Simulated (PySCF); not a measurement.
**Fractional electron number in Nb⁺ (niobium, charge +1)**

The 4d alpha orbital of [Kr] 4d4 is emptied in steps (occupation f), with all orbitals relaxed, ending at [Kr] 4d3. Calculation: PySCF 2.14, in aug-cc-pVDZ-PP with ECP28MDF (5s5p4d2f, 54 functions); scalar relativity through the core potential. The exact energy is a straight line in f; departures are measured from the line between the end points of the same method.

| f | UHF (eV) | PBE (eV) |
| --- | --- | --- |
| 1 | 0.000 | 0.000 |
| 0.8 | 0.157 | -0.757 |
| 0.6 | 0.231 | -1.140 |
| 0.4 | 0.220 | -1.148 |
| 0.2 | 0.142 | -0.771 |
| 0 | 0.000 | 0.000 |

For UHF, how does the orbital energy at f = 1 compare with the removal energy?

−ε = 14.118 eV against a total-energy difference of 13.093 eV. By Janak's theorem ε = ∂E/∂f, so the gap between them reflects the curvature. Along the path −ε is 13.644 (f = 0.8), 13.200 (f = 0.6), 12.868 (f = 0.4), 12.538 (f = 0.2) eV.

```tsv
method	E(f=0) − E(f=1) (eV)	−ε at f=1 (eV)	−ε at f=0.4 (eV)
UHF	13.093	14.118	12.868
PBE	14.492	9.868	15.407
```

Reference removal energy between the ground levels: 14.32 eV (semi-empirical (NIST evaluation); NIST Atomic Spectra Database, ionization energies). The calculation has no spin-orbit coupling. The determinant left behind need not be the lowest term of the ion. UHF lacks correlation.
